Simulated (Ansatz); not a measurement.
**Reading a saddle point**

A first-order saddle point of BHBrF3, singlet, PBE0-D4/def2-TZVP, with one imaginary mode of 816i cm⁻¹:

B1  (-0.476, -0.125, -0.223)
Br2  (0.468, 0.174, 1.748)
F3  (-0.790, -1.390, -0.407)
F4  (-1.338, 0.836, -0.482)
H5  (1.250, 0.315, 0.219)
F6  (0.885, 0.189, -0.856)
(Å)

Ansatz 0.2.0; basis: def2-TZVPP and def2-QZVPP; cores frozen in the correlated methods. Filled d shells of the heavier atoms are correlated. The def2 sets are not built for correlating such inner shells, so the correlated values are less sure here. Extrapolation: Hartree–Fock as exp(−7.88 √X), correlation as X^−2.97.

(1) Which contacts change along the imaginary mode, and what lies on either side? (A judgement: the text doesn't fix the answer.)

(2) Which side is lower, and how far does the saddle lie above each? (To be estimated.)

T1 diagnostic: at most 0.011.

## Answers

(1) Computed: The step is BBrF₂ ([F][B]([F])[Br]) + HF → BF₃ ([F][B]([F])[F]) + HBr, with the molecules in contact on both sides. Shortening one way: B1–F6, Br2–H5; lengthening the same way: B1–Br2, H5–F6.
```
  pair  one side (Å)  saddle (Å)  other side (Å)
 B1–F6          2.58        1.53            1.31
Br2–H5          3.01        1.72            1.42
B1–Br2          1.92        2.21            3.26
 H5–F6          0.92        1.14            3.13
```

(2) By the calculation: The side with B1–F6, Br2–H5 short is lower by 0.731 eV; the saddle lies 1.421 eV above it and 0.690 eV above the other (CCSD(T) at an estimated basis limit (MP2 extrapolated from triple and quadruple zeta, plus CCSD(T) − MP2 in triple zeta); electronic energies).

Labels in which every atom is bracketed show which atoms are joined, not bond orders.

For scale, one of the runs: CCSD(T)/def2-TZVPP, 186 basis functions, launched by `ansatz run in.yaml --threads 4 --pin off --events-out ev --progress --plain --max-ram 9574MiB`. The run took 72 s on 4 CPU threads of an Arm Neoverse V2 (shared host), with 2.3 GiB of host memory at its peak.
